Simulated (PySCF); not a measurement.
Do core-level shifts follow atomic charges?

C3H6N2Si.
Atom-mapped SMILES: `[SiH3:1][c:2]1[cH:3][nH:4][cH:5][n:6]1`

Binding energies: delta-SCF UKS SCAN, pcX-2 on the ionised atom, pcseg-1 elsewhere, spin-free X2C (PySCF 2.14.0). Charges: PBE0/pcSseg-1 ground-state density, for the ionised atom.

```
atom                          environment  C 1s (eV)  Mulliken (e)  IAO (e)  Hirshfeld (e)  ESP (e)
  C2          substituted aromatic carbon     290.23        -0.246   -0.229         -0.091   +0.172
  C3  aromatic CH next to a ring nitrogen     291.03        +0.108   -0.123         -0.034   -0.200
  C5  aromatic CH next to a ring nitrogen     291.77        +0.282   +0.034         +0.038   +0.235
```

**Question.** Give the correlation coefficient and slope of binding energy on charge for each scheme.

**Answer.** Hirshfeld: r = 1.00, slope 11.9 eV per e; IAO: r = 0.99, slope 5.8 eV per e; Mulliken: r = 0.99, slope 2.8 eV per e; ESP: r = 0.11, slope 0.4 eV per e. On 3 points no scheme stands out.

**Question.** The point-charge model writes a binding energy as kq + V + constant, with V the potential of the other atoms' charges at the site. What does it give with the Mulliken charges?

**Answer.** V = Σ 14.40 eV Å × q/r over all other atoms: +0.86 eV at C2, -2.96 eV at C3, -5.47 eV at C5. Fitting binding energy − V to q gives k = 14.6 eV per e and leaves an rms residual of 0.30 eV, against 0.11 eV for the fit on q alone. The model has no term for differences in relaxation between sites.

Isolated species at its GFN2-xTB geometry, gas phase.
